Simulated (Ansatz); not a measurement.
A run for Ansatz (an electronic-structure program): R-CCSD(T)/cc-pV(D+d)Z on F2H2O2Si (SMILES O[Si](O)(F)F). The basis file is the Basis Set Exchange's JSON of that set.

Ansatz 0.2 input:
```yaml
crystal:
  periodic: [false, false, false]
  atoms:
    - {symbol: F, position_ang: [-1.67650063, -0.11291405, -0.44224145]}
    - {symbol: Si, position_ang: [-0.24069964, -0.09497906, 0.23632035]}
    - {symbol: F, position_ang: [-0.50775198, -0.03214503, 1.79259011]}
    - {symbol: O, position_ang: [0.59498374, 1.18651914, -0.29849124]}
    - {symbol: O, position_ang: [0.58488576, -1.45088830, -0.04933949]}
    - {symbol: H, position_ang: [0.16477913, 2.04190917, -0.37211245]}
    - {symbol: H, position_ang: [1.08030361, -1.53750187, -0.86682582]}
basis:
  gaussian:
    orbitals: cc-pV_D+d_Z.json
magnetization: {spin_polarized: false}
correlation: {method: ccsd_t, electrons: outside_noble_gas}
scf: {lower_state_search: off}
```

**Question.** Give the final energy of this run.

**Answer.** -639.8235 hartree (reference determinant -638.9591, T1 diagnostic 0.011).

**Question.** How many basis functions does it have, and what does it roughly cost on one machine?

**Answer.** 89 functions; around 6 core-seconds (rough).
